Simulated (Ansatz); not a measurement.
Species: sum formula HBO (charge 0, singlet). SMILES: [B]O
Geometry: optimised at B3LYP-D3(BJ)/def2-TZVP (Ansatz, a program for electronic structure).

PBE beside other levels, property by property. Valence correlation only, unless marked. Open shells are spin-unrestricted. Spin-orbit coupling is left out. No relativistic terms. CBS marks a two-point X^-3 extrapolation of the correlation energy; Hartree-Fock from the larger set (for Q and 5 zeta extrapolated as (X+1)exp(-9√X)). Atomisation energies are electronic, to ground-state atoms; the column to compare with has the core term from cc-pwCVTZ added, other frozen-core levels have none. Vertical energies are electronic, to the SCF solution reached for that spin. The coupled-cluster column (Ansatz) is a level with limits of its own: (a) CCSD(T)/CBS(aug-cc-pVTZ,aug-cc-pVQZ); (b) CCSD(T)/CBS(cc-pVQZ,cc-pV5Z).

```tsv
property	PBE/def2-TZVPD (Ansatz)	r2SCAN-D4/def2-TZVPD (Ansatz + dftd4)	PBE0/def2-TZVPD (Ansatz)	B2PLYP-D3(BJ)/def2-TZVPD (Ansatz + dftd3)	coupled cluster
atomisation energy (kcal/mol)	270.7	263.8	261.5	262.4	265.7 (b)
vertical triplet-singlet gap (eV)	2.78	2.57	2.74	3.01	3.14 (a)
vertical ionisation energy to the doublet (eV)	9.69	9.54	9.70	9.75	9.95 (a)
```

As the rows show:
- atomisation energy: PBE lies 5.0 kcal/mol above coupled cluster.
- vertical triplet-singlet gap: PBE lies 0.36 eV below coupled cluster.
- vertical ionisation energy to the doublet: PBE lies 0.26 eV below coupled cluster.
